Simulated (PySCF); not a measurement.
C3H9FSi, SMILES C(C)[Si@H](C)F.

The structure is a stationary point at B3LYP-D3(BJ)/def2-SVP. The structure was generated by enumeration; whether it is a known compound was not checked. The values are those of a single conformer.

Computed with PBE/def2-TZVP (PySCF).

Isolated molecule, no solvent.

### Question
Estimate the frontier levels, gap, dipole moment and polarisability. (Estimate from the structure and the level; the computed values follow.)

### Answer

```yaml
highest_occupied_level: -7.02 eV
lowest_empty_level: -0.12 eV
orbital_gap: 6.91 eV
dipole_moment: 1.90 D
quadrupole, principal values (traceless, Buckingham form, about the centre of nuclear charge): -4.95, 1.10, 3.85 D·Å
mean_static_polarisability: 63.4 bohr³ (9.40 Å³)
polarisability_principal_values: 58.1, 62.1, 70.0 bohr³
```
